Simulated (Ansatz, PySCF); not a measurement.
Gas-phase reaction in SMILES: [NH3+]C=O → NC=[OH+]
Each molecule is optimised on its own at B3LYP-D3(BJ)/def2-TZVP (Ansatz, an electronic-structure program), one conformer each, not searched for the lowest.

Property: isomerisation energy (enthalpy at 298 K, with B3LYP-D3(BJ) rigid-rotor harmonic-oscillator terms from PySCF), in kJ/mol. Valence correlation only, unless marked. Spin-orbit coupling is left out. Non-relativistic unless marked X2C. Basis-set limits of correlation are two-point, X^-3; Hartree-Fock from the larger set. [CCSD(T)-MP2]/basis is that difference in the basis named.

```
level                                                                 program  isomerisation energy (kJ/mol)  minus last row
-------------------------------------------------------------  --------------  -----------------------------  --------------
HF/cc-pVDZ                                                             Ansatz                          -75.3           -16.4
SVWN5/def2-TZVPD                                                       Ansatz                          -78.9           -20.0
BLYP-D3(BJ)/def2-TZVPD                                         Ansatz + dftd3                          -57.8             1.1
PBE0/STO-3G                                                            Ansatz                          -18.2            40.7
PBE0/6-31G*                                                            Ansatz                          -57.8             1.1
PBE0-D4/def2-TZVP                                              Ansatz + dftd4                          -69.3           -10.4
BHLYP/def2-TZVPD                                                       Ansatz                          -74.4           -15.5
TPSSh/def2-TZVPD                                                        PySCF                          -62.9            -4.0
HSE06-D4/def2-TZVPD                                            Ansatz + dftd4                          -70.3           -11.4
LC-wPBE-D3(BJ)/def2-TZVPD                                      Ansatz + dftd3                          -69.7           -10.8
LC-wPBE/def2-TZVPD                                                     Ansatz                          -70.0           -11.1
B2GP-PLYP-D3(BJ)/def2-TZVPD                                    Ansatz + dftd3                          -61.5            -2.6
RPA@PBE/cc-pVQZ                                                        Ansatz                          -53.7             5.2
MP2/STO-3G                                                             Ansatz                           37.3            96.2
RI-MP2/aug-cc-pVTZ                                                     Ansatz                          -54.5             4.4
RI-MP2/aug-cc-pVQZ                                                     Ansatz                          -56.2             2.7
RI-MP2/cc-pVQZ                                                         Ansatz                          -56.3             2.6
RI-MP2/CBS(aug-cc-pVTZ,aug-cc-pVQZ)                                    Ansatz                          -57.3             1.6
X2C-CCSD(T)/cc-pVTZ-DK                                                 Ansatz                          -55.5             3.4
RI-MP2/CBS(aug-cc-pVTZ,aug-cc-pVQZ)+[CCSD(T)-MP2]/aug-cc-pVDZ          Ansatz                          -58.4             0.5
RI-MP2/CBS(aug-cc-pVTZ,aug-cc-pVQZ)+[CCSD(T)-MP2]/aug-cc-pVTZ          Ansatz                          -58.9             0.0
```
